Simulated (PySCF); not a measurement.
# Computed properties of CH2I2, SMILES ICI

CH₂I₂, SMILES C(I)I. Geometry: PBE0-D3(BJ)/def2-SVP. The def2 effective core potentials stand for the cores of I; spin–orbit coupling is left out. One conformer was computed; it need not be the lowest. All values are computed for the isolated molecule unless a solvent is named; none is compared with measurement here.

**Structure.** The optimised structure has C2v symmetry. All 9 harmonic modes at PBE0-D3(BJ)/def2-SVP (PySCF) are real, so it is a minimum. With heavy atoms numbered as in [I:1][CH2:2][I:3], the shortest bond between them is I1–C2 at 2.137 Å and the longest C2–I3 at 2.137 Å.

**Vibrations.** The strongest infrared lines (harmonic, unscaled, degenerate partners summed) lie at 1132 cm⁻¹ (97 km/mol, H 90 %, C 10 %), 597 cm⁻¹ (53 km/mol, C 84 %, H 9 %), 719 cm⁻¹ (12 km/mol, H 76 %, C 23 %). The softest mode is at 120 cm⁻¹ and the zero-point energy is 17.0 kcal/mol.

**Electronic structure.** M06-2X/def2-TZVPD (PySCF) places the frontier levels at -8.52 and -1.24 eV, a gap of 7.28 eV, and gives a dipole moment of 1.15 D and a mean polarisability of 83.4 bohr³.

**Excitations.** TDA-B3LYP/def2-SVPD (PySCF) has S1 at 4.09 eV (303 nm, f = 0.044, weak); the most intense of the 10 singlets computed lies at 6.44 eV (f = 0.15). T1 (TDA) is at 3.46 eV, 0.63 eV under S1. No vertical singlet excitation falls in the visible range (under 3.1 eV).
